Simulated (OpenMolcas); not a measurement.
Ag3+ (d8) on a cation site of an ionic host was computed by CASSCF with the d shell active (OpenMolcas, ANO-RCC-VTZP on the metal). Its lowest spin-free states, and all those of the highest spin:

```
2S+1  Degeneracy  E (cm-1)
   3           1       0.0
   1           2     12598
   3           3     19596
   1           1     23024
   3           3     27862
   1           3     31237
   1           3     35601
   3           3     43642
   1           3     53834
   1           2     54219
   1           1     72830
```

**Question.** Is the site octahedral, tetrahedral or cube-like, axial, or of lower symmetry?

**Answer.** The states with 2S+1 = 3 have orbital degeneracies 1, 3, 3, 3. Threefold states need a cubic site. For d8 at this spin an octahedron puts the single A2 below the threefold T2 and a tetrahedron or cube puts the threefold T1 below the threefold T2, so the site is octahedral. The first gap at this spin, 19600 cm-1, is |10Dq| in ligand-field theory. The run had Ag3+ with its 6 nearest fluoride ions at 2.017 Å, on the Ga site of K2NaGaF6 (a = 8.246 Å, distance in the model lattice 1.938 Å). The rest of the host is ab initio model potentials to 7.6 Å, with orthogonalisation functions on the cations behind the ligands, and point charges beyond; the distance is set by hand and nothing relaxes. Ligand basis ANO-RCC-VDZP.

Without dynamic correlation the repulsion within the d shell is too large (B by tens of per cent), so at a given field states of lower spin stand too high. Real 4d8 and 5d8 ions are as a rule square planar and diamagnetic. The least metal-like active orbital is 75 % on the metal (Löwdin) and no ligand orbital is active, so the numbers are rough. With metal d orbitals alone the field can be off either way by tens of per cent. Ligand-to-metal charge-transfer states are missing. With no ligand orbital active B as a rule stays too high, so bands that hang on it stand too high and its fall with covalency is understated. No measured value stands beside these numbers; the geometry was set by hand and not optimised.
